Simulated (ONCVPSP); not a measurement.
**P (Z = 15): excitation energies, all-electron against ONCV**

* Element: phosphorus (P)
* Generator: ONCVPSP 4.0.1
* Type: optimised norm-conserving Vanderbilt (ONCV)
* Functional: PBE
* Relativity: scalar-relativistic
* Frozen core: [Ne]
* Valence charge: 5
* Reference configuration: 3s2 3p2 (charge +1)
* Partial waves: 3s: rc 1.35 bohr, ncon 4, nbas 7, qcut 3.8 1/bohr, local; 3p: rc 1.65 bohr, ncon 4, nbas 9, qcut 4.2 1/bohr, 2 projectors, debl 0.8 Ha; d scattering state at 0.07 Ha: rc 1.35 bohr, ncon 4, nbas 8, qcut 7.1 1/bohr, 3 projectors, debl 3.9 Ha
* Local potential: the s channel
* Core correction: polynomial model core, fcfact 0.15

Energies are relative to the spin-unpolarised reference configuration 3s2 3p2; without spin polarisation the order of configurations can differ from experiment.

Problem. Give the all-electron excitation energy and the error of the potential for: 3s2 3p3; 3s2 3p1; 3s2 3p0; 3s1 3p3.

Solution.

```
valence configuration  charge  ΔE all-electron (eV)  error AE − PS (meV)
              3s2 3p3       0                -9.730                 +2.5
              3s2 3p1      +2                19.147                 +6.5
              3s2 3p0      +3                48.886                  +48
              3s1 3p3      +1                 9.120                 +0.3
```
